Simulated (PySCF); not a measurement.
A structure optimised at PBE-D3(BJ)/def2-SVP, used in a PySCF frequency run:

```xyz
12

C     -0.0267     0.6897    -1.3037
C      0.1563    -0.0091     0.0000
C     -0.0267     0.6897     1.3037
N      0.0749    -1.4112     0.0000
H      0.3249     1.7394    -1.2516
H     -1.0992     0.7258    -1.6439
H      0.5396     0.1908    -2.1217
H      0.3249     1.7394     1.2516
H      0.5396     0.1908     2.1217
H     -1.0992     0.7258     1.6439
H     -0.3362    -1.8274     0.8420
H     -0.3362    -1.8274    -0.8420
```
Charge 0, spin multiplicity 2.

**Question.** Write its SMILES, formula and point group.

**Answer.** C[C](C)N, C₃H₈N, Cs

**Question.** What are its rotational constants (standard atomic weights)?

**Answer.** 8.8551, 7.9269, 4.4644 GHz
